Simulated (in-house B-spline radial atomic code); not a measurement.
Inner levels of fluorine as electrons are removed. A shift is the extra binding of the orbital against the neutral atom ([He] 2s2 2p5). Computed with a B-spline radial code for spherical atoms: non-relativistic Hartree-Fock, average of the configuration, point nuclei.

| ion | configuration | shift of 1s (eV) | radius of 1s (bohr) | Σ<r²> (bohr²) | change of density at nucleus (bohr⁻³) |
| --- | --- | --- | --- | --- | --- |
| F | [He] 2s2 2p5 | 0 | 0.17575 | 10.234 | - |
| F+ | [He] 2s2 2p4 | 20.952 | 0.17566 | 7.1215 | 1.9046 |
| F2+ | [He] 2s2 2p3 | 47.129 | 0.17549 | 5.0581 | 4.4596 |
| F3+ | [He] 2s2 2p2 | ? | ? | ? | ? |
| F4+ | [He] 2s2 2p1 | 114.12 | 0.17483 | 2.4673 | 11.413 |
| F5+ | [He] 2s2 | 154.64 | 0.17431 | 1.6114 | 15.819 |
| F6+ | [He] 2s1 | 193.75 | 0.17425 | 0.78659 | 0.61538 |
| F7+ | 1s2 | ? | ? | ? | ? |
| F8+ | 1s1 | 384.15 | 0.16667 | 0.037037 | -216.27 |

Task: Fill in the row of F3+.

Result: shift of 1s (eV): 78.245; radius of 1s (bohr): 0.17522; Σ<r²> (bohr²): 3.5773; change of density at nucleus (bohr⁻³): 7.6301.

Task: Fill in the row of F7+.

Result: shift of 1s (eV): 235.62; radius of 1s (bohr): 0.17394; Σ<r²> (bohr²): 0.081128; change of density at nucleus (bohr⁻³): -17.712.
